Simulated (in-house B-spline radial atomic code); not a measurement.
Successive ionisation energies of xenon; each step leads to the configuration of the next row (after the last: [Kr] 4d9). NIST's values go from ground level to ground level; the uncertainty of those that are theory runs from under 0.1 % in few-electron ions to several per cent in heavy many-electron ones. Computed with an all-electron radial atomic-structure program (B-spline basis): non-relativistic Hartree-Fock, average of the configuration, point nuclei.

This level leaves out relativity, spin-orbit splitting included, which matters for heavy ions.

```json
{"ion": "Xe", "configuration": "[Kr] 4d10 5s2 5p6", "ionisation energy (eV)": "11.69", "tabulated value (eV)": "12.12984", "tabulated kind": "measured", "computed minus tabulated (eV)": "-0.44", "highest orbital": "5p", "largest mean radius (bohr)": "2.338"}
{"ion": "Xe+", "configuration": "[Kr] 4d10 5s2 5p5", "ionisation energy (eV)": "?", "tabulated value (eV)": "?", "tabulated kind": "semi-empirical", "computed minus tabulated (eV)": "?", "highest orbital": "?", "largest mean radius (bohr)": "?"}
{"ion": "Xe2+", "configuration": "[Kr] 4d10 5s2 5p4", "ionisation energy (eV)": "30.67", "tabulated value (eV)": "31.05", "tabulated kind": "semi-empirical", "computed minus tabulated (eV)": "-0.38", "highest orbital": "5p", "largest mean radius (bohr)": "2.1285"}
{"ion": "Xe3+", "configuration": "[Kr] 4d10 5s2 5p3", "ionisation energy (eV)": "41.17", "tabulated value (eV)": "42.2", "tabulated kind": "measured", "computed minus tabulated (eV)": "-1.03", "highest orbital": "5p", "largest mean radius (bohr)": "2.0502"}
{"ion": "Xe4+", "configuration": "[Kr] 4d10 5s2 5p2", "ionisation energy (eV)": "52.27", "tabulated value (eV)": "54.1", "tabulated kind": "semi-empirical", "computed minus tabulated (eV)": "-1.83", "highest orbital": "5p", "largest mean radius (bohr)": "1.9823"}
{"ion": "Xe5+", "configuration": "[Kr] 4d10 5s2 5p1", "ionisation energy (eV)": "63.89", "tabulated value (eV)": "66.703", "tabulated kind": "measured", "computed minus tabulated (eV)": "-2.81", "highest orbital": "5p", "largest mean radius (bohr)": "1.9224"}
{"ion": "Xe6+", "configuration": "[Kr] 4d10 5s2", "ionisation energy (eV)": "86.62", "tabulated value (eV)": "91.6", "tabulated kind": "semi-empirical", "computed minus tabulated (eV)": "-4.98", "highest orbital": "5s", "largest mean radius (bohr)": "1.7218"}
{"ion": "Xe7+", "configuration": "[Kr] 4d10 5s1", "ionisation energy (eV)": "?", "tabulated value (eV)": "?", "tabulated kind": "measured", "computed minus tabulated (eV)": "?", "highest orbital": "?", "largest mean radius (bohr)": "?"}
{"ion": "Xe8+", "configuration": "[Kr] 4d10", "ionisation energy (eV)": "180.58", "tabulated value (eV)": "179.84", "tabulated kind": "measured", "computed minus tabulated (eV)": "0.74", "highest orbital": "4d", "largest mean radius (bohr)": "0.84836"}
```

(1) Fill in the row of Xe+.

(2) Fill in the row of Xe7+.

(3) Where is the largest jump?

(4) How far is this level of theory from the measured and semi-empirical values?

Results:

(1) ionisation energy (eV): 20.80; tabulated value (eV): 20.975; computed minus tabulated (eV): -0.17; highest orbital: 5p; largest mean radius (bohr): 2.2217.

(2) ionisation energy (eV): 100.75; tabulated value (eV): 105.9778; computed minus tabulated (eV): -5.23; highest orbital: 5s; largest mean radius (bohr): 1.6808.

(3) From Xe7+ to Xe8+, by a factor of 1.79 (100.75 to 180.58 eV); the highest orbital goes from 5s to 4d.

(4) Over those 9 rows the differences run from -5.23 to +0.737 eV (mean absolute value 2 eV). The calculation leaves out relativity, correlation and, in open shells, the multiplet splittings that an average leaves out.
